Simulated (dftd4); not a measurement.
tert-butylthiol (C₄H₁₀S), singlet, at a GFN2-xTB geometry; D4 for revpbe (dftd4 4.2.0).

Here is a job for dftd4.
```
$ dftd4 mol.xyz --func revpbe --charge 0 --json dftd4.json --noedisp --property

# file mol.xyz
15

C     -0.28728591     1.20823473    -1.11264235
C     -0.25309893    -0.04926139    -0.25443164
C      0.15383757    -1.26781817    -1.07205804
C     -1.59391997    -0.27688702     0.43190663
S      0.98570354     0.19379041     1.10925437
H     -1.05113059     1.11037707    -1.88238910
H     -0.51895782     2.07888926    -0.50319583
H      0.67220764     1.37358002    -1.59965358
H      0.23356972    -2.14509353    -0.43396168
H     -0.59245319    -1.46420702    -1.84018979
H      1.11415571    -1.10710133    -1.55899341
H     -1.54863534    -1.15449171     1.07316198
H     -1.85805211     0.58228339     1.04469498
H     -2.37350079    -0.42797162    -0.31227422
H      2.03434358     0.36748006     0.30808310
```

Q: What does dftd4 print? Leave out banner, timings and long lists.

A: 
```
                    ____  _____ _____     ____  _  _
      -------------|  _ \|  ___|_   _|---|  _ \| || |------------
     |             | | | | |_    | | ___ | | | | || |_           |
     |             | |_| |  _|   | ||___|| |_| |__   _|          |
     |             |____/|_|     |_|     |____/   |_|            |
     |             ===================================           |
     |            E. Caldeweyher, S. Ehlert & S. Grimme          |
     |          Mulliken Center for Theoretical Chemistry        |
     |                    University of Bonn                     |
      -----------------------------------------------------------

Rational (Becke-Johnson) damping: revpbe-D4-ATM
---------------------
  s6         1.0000
  s8         1.7468
  s9         1.0000
  a1         0.5363
  a2         3.0726
 alp        16.0000
--------------------

Atomic data, radii in Ångström:
------------------------------------------------------
   Z          R(cov)      r4/r2   hardness         EN
------------------------------------------------------
   6 C        1.0000     1.6431     0.4220     2.5500
  16 S        1.3600     2.1385     0.3892     2.5800
   1 H        0.4267     1.0622     0.4726     2.2000
------------------------------------------------------

Atomic reference systems (in atomic units):
----------------------------------------------------------------------------
   Z        #      CN     q+Z       C6(AA)   #      CN     q+Z       C6(AA)
----------------------------------------------------------------------------
   6 C      1  0.0000  6.0000      49.3833   2  0.9189  5.8288      52.1688
            3  1.9079  5.8579      35.6972   4  2.8312  5.7775      35.8445
            5  3.7487  5.7435      28.6317   6  2.9183  5.8956      32.2504
            7  0.8556  6.2103      25.6194
  16 S      1  0.0000 16.0000     134.5983   2  0.9220 15.8373     145.7512
            3  1.8445 15.7622     148.5324
   1 H      1  0.0000  1.0000       7.6362   2  0.8942  1.0000       3.0374
----------------------------------------------------------------------------

Atomic properties (in atomic units):
----------------------------------------------------------------------------
     #    Z              CN          q      C6(AA)        C8(AA)   alpha(0)
----------------------------------------------------------------------------
     1    6 C        3.7931    -0.2271     28.0020      809.8679     7.6274
     2    6 C        3.8904    -0.0203     23.3934      676.5769     6.9614
     3    6 C        3.7931    -0.2271     28.0020      809.8679     7.6274
     4    6 C        3.8136    -0.2193     27.7933      803.8295     7.5956
     5   16 S        2.0194    -0.2250    147.9743     7249.4402    20.5097
     6    1 H        0.9247     0.0862      1.9159       23.1601     2.1646
     7    1 H        0.9248     0.0947      1.8337       22.1660     2.1176
     8    1 H        0.9247     0.0891      1.8879       22.8221     2.1487
     9    1 H        0.9248     0.0947      1.8337       22.1660     2.1176
    10    1 H        0.9247     0.0862      1.9159       23.1601     2.1646
    11    1 H        0.9247     0.0891      1.8879       22.8221     2.1487
    12    1 H        0.9248     0.0958      1.8235       22.0429     2.1117
    13    1 H        0.9248     0.0958      1.8235       22.0429     2.1117
    14    1 H        0.9247     0.0853      1.9253       23.2741     2.1699
    15    1 H        0.9228     0.1018      1.7687       21.3813     2.0799
----------------------------------------------------------------------------

Molecular properties (in atomic units):
----------------------------------------
 molecular C6                2153.1471
 molecular C8               59186.7146
----------------------------------------

Dispersion energy:      -4.1460284610328E-02 Eh

[Info] JSON dump of results written to 'dftd4.json'
```
